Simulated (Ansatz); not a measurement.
Abridged output of a molecular run in Ansatz:

```
Functional definition: HF
798 factors; integrals over basis functions are off by at most 1.1e-3 eV
mean field evaluation 1: about -18018.3020 eV, gradient 4.8e1 eV
mean field evaluation 2: about -18018.3076 eV, gradient 4.8e1 eV
mean field evaluation 4: about -18023.2559 eV, gradient 2.9e0 eV
mean field evaluation 8: about -18023.2907 eV, gradient 2.1e-4 eV
mean field -18023.29065525 eV, -662.3437149553 hartree, gradient 1.2e-6 eV, S^2 0.000000; 0 other end points of the search recorded, 0 dependent functions left out
12 core orbitals not correlated: weight in the atoms' cores, before any rotation towards them, 1.000 or more for the frozen orbitals, at most 0.000 for the correlated occupied ones
reference -18023.29065525 eV, -662.3437149553 hartree; 11, 11 occupied and 61, 61 virtual orbitals, 798 factors
second order -13.72872448 eV of doubles, -0.00000000 eV of singles
cycle   1  -14.06093995 eV  change   -3.3e-1 eV  update   9.8e-2
cycle   2  -14.46640002 eV  change   -4.1e-1 eV  update   2.9e-2
cycle   3  -14.57701620 eV  change   -1.1e-1 eV  update   1.6e-2
cycle   4  -14.57128120 eV  change    5.7e-3 eV  update   4.0e-3
cycle   5  -14.56935910 eV  change    1.9e-3 eV  update   1.7e-3
cycle   6  -14.56984304 eV  change   -4.8e-4 eV  update   5.7e-4
cycle   7  -14.56961771 eV  change    2.3e-4 eV  update   1.9e-4
cycle   8  -14.56956589 eV  change    5.2e-5 eV  update   6.3e-5
cycle   9  -14.56957856 eV  change   -1.3e-5 eV  update   2.4e-5
perturbative correction -0.38515831 eV, -0.0141543067 hartree
Total energy: -18038.24539211 eV, -662.8932913983 hartree
```

Its atoms:

Cartesian coordinates in Å:
```
N 0.198 -0.132 0.991
Al 1.021 -0.962 -0.357
O 0.004 -0.078 -1.453
Si -0.764 0.696 -0.199
H 0.191 -0.074 1.992
H 2.153 -2.021 -0.585
H -0.582 2.172 -0.240
H -2.221 0.399 -0.149
```

Q: Which basis set was used?
A. def2-TZVPPD
B. cc-pV(Q+d)Z
C. def2-SVP
D. def2-TZVPP

A: C. It gives 84 functions.

Q: Write the keys of the input that set method, charge and spin (a neutral closed shell needs none for the last two).

A: 
```yaml
correlation: {method: ccsd_t}
```
